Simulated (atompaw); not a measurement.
**What one change does to a pseudopotential (Cr, PAW (atompaw))**

atompaw 4.2.0.5 input, output lines left out:

```
Cr 24
GGA-PBE scalarrelativistic loggrid 1500 logderivrange -7 5 301
4 4 3 0 0 0
4 0 0.5
4 1 0
3 2 5.5
0 0 0
c
c
v
v
c
v
v
v
2
1.65 1.60 1.25 1.05
n
n
y
4.5
n
custom polynom vanderbiltortho besselshape
bessel
1.20
1.65
1.65
1.65
1.30
1.30
```

All-electron outer shells of the reference configuration (PBE, scalar-relativistic, ld1.x):

```csv
shell,level (eV),outermost node (bohr),outermost maximum (bohr)
2s,-665.71,0.09,0.24
2p,-559.29,–,0.20
3s,-72.67,0.36,0.78
3p,-44.17,0.33,0.80
4s,-3.71,1.12,2.81
3d,-1.94,–,0.85
4p,-0.87,1.26,4.15
```

Change: all radii scaled by about 0.79 (s 0.94, p 1.30, d 1.02 bohr); local potential bessel scheme, radius 0.98 bohr; augmentation besselshape compensation charge, radius 1.26 bohr; PAW radius 1.30 bohr; waves and projectors: custom polynom vanderbiltortho; core correction smooth core density matched at 0.82 bohr.

Cutoffs: the cutoffs (Ry, on a coarse ladder) from which the occupation-weighted sum of valence levels, in a spherical-Bessel basis at the reference potential, stays within 10 and 1 mRy of its value at 400 Ry; they do not see the model core or the augmentation charge, which bear on the density cutoff.

Problem. What does the change do?

Solution. The potential gets harder (60 Ry and 100 Ry → 90 Ry and 160 Ry); neither file shows a bound ghost. A smaller radius makes the pseudo-wave follow the all-electron one further in, where it bends more sharply, so more plane waves are needed.

```csv
quantity,base,changed
"cutoff, loose",60 Ry,90 Ry
"cutoff, tight",100 Ry,160 Ry
loose cutoff by channel (10 mRy a level),"s 25 Ry, p 25 Ry, d 50 Ry","s 55 Ry, p 35 Ry, d 80 Ry"
bound ghosts,none,none
lowest overlap eigenvalue by channel,"s 0.68, p 0.91, d 0.94","s 0.09, p 0.96, d 0.95"
```

 The cutoffs see the waves, projectors and local potential, not the compensation charge or the core.
